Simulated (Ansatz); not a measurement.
Ansatz (a first-principles code) input:
A basis named .json is the Basis Set Exchange file of that set.

Ansatz 0.2 input:
```yaml
crystal:
  periodic: [false, false, false]
  atoms:
    - {symbol: Si, position_ang: [-0.22078751, 0.10671787, 0.57944689]}
    - {symbol: N, position_ang: [-0.34037327, 1.46999674, -0.64427786]}
    - {symbol: N, position_ang: [-0.78974348, -1.39884173, -0.29103048]}
    - {symbol: N, position_ang: [1.55287141, -0.25793963, 0.35090049]}
    - {symbol: H, position_ang: [-1.26543816, 1.88773529, -0.68002190]}
    - {symbol: H, position_ang: [-0.07822813, 1.21219215, -1.59917391]}
    - {symbol: H, position_ang: [-0.55690899, -1.41786931, -1.28689151]}
    - {symbol: H, position_ang: [-1.79254345, -1.52645618, -0.21641938]}
    - {symbol: H, position_ang: [2.08835410, 0.58235218, 0.15771451]}
    - {symbol: H, position_ang: [1.73650730, -0.92451186, -0.39660912]}
basis:
  gaussian:
    orbitals: aug-cc-pV_D+d_Z.json
total_charge: -1
magnetization: {spin_polarized: false}
correlation: {method: ccsd_t, electrons: outside_noble_gas}
output: {forces: true}
```

Q: Predict the final energy.

A: -456.58311 Eh (CCSD(T)/aug-cc-pV(D+d)Z). The basis has 155 functions.

It need not be the lowest isomer of its formula. Whether it binds its extra electron was not tested at this geometry.
